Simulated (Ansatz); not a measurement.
Program: Ansatz. Geometries: PBE0-D4/def2-TZVP. ΔE: electronic, gas phase. CCSD(T)/CBS is the MP2 limit (def2-TZVPP, def2-QZVPP) plus CCSD(T) − MP2 in def2-TZVPP, frozen cores. This one scheme is used for every species. DFT in def2-TZVPP. B3LYP here is the variant with VWN-RPA as its local correlation; programs differ in this. HSE06 is defined as in plane-wave codes. Each species was taken in one conformer, which may not be the lowest.

Consider the redistribution: `C#C[SiH](C)OC` + `OC[SiH2]Cl` → `CO[SiH](C)Cl` + `C#C[SiH2]CO`.

```tsv
level	ΔE (kcal/mol)	difference from CCSD(T)/CBS
LDA (SPW92)	-2.5	-0.6
PBE-D4	-2.2	-0.3
revPBE-D4	-2.2	-0.3
BLYP-D4	-2.1	-0.2
r2SCAN-D4	-2.1	-0.2
B97M-V	-1.8	0.1
PBE0-D4	-2.0	-0.1
B3LYP-D4	-2.0	-0.1
r2SCANh-D4	-2.1	-0.2
r2SCAN0-D4	-2.0	-0.1
HSE06-D4	-2.0	-0.1
CAM-B3LYP-D4	-1.9	0.0
ωB97X-V	-1.9	0.0
ωB97M-V	-2.0	-0.1
B2PLYP	-1.7	0.2
PBE-QIDH	-1.9	0.0
revPBE	-1.7	0.2
BLYP	-1.6	0.3
r2SCAN	-2.1	-0.2
PBE0	-1.9	0.0
r2SCANh	-2.0	-0.1
r2SCAN0	-2.0	-0.1
HSE06	-1.9	0.0
BHLYP	-1.6	0.3
CAM-B3LYP	-1.7	0.2
LC-ωPBE	-1.9	0.0
RPA@PBE/def2-TZVPP	-1.5	0.4
HF/def2-SVP	-1.4	0.5
CCSD/def2-SVP	-1.9	0.0
CCSD(T)/def2-SVP	-2.0	-0.1
HF/def2-TZVPP	-1.2	0.7
MP2/def2-TZVPP	-2.0	-0.1
SCS-MP2/def2-TZVPP	-1.7	0.2
CCSD/def2-TZVPP	-1.7	0.2
HF/def2-QZVPP	-1.2	0.7
MP2/def2-QZVPP	-2.0	-0.1
SCS-MP2/def2-QZVPP	-1.8	0.1
HF/CBS(def2)	-1.2	0.7
MP2/CBS(def2)	-2.0	-0.1
CCSD/CBS(def2)	-1.8	0.1
CCSD(T)/CBS	-1.9	0
```

Largest T1 diagnostic among the species: 0.012.

Leaving LDA and LC-ωPBE aside and taking each functional with its dispersion term where it has one, the values spread over 0.5 kcal/mol, from revPBE-D4 to B2PLYP.
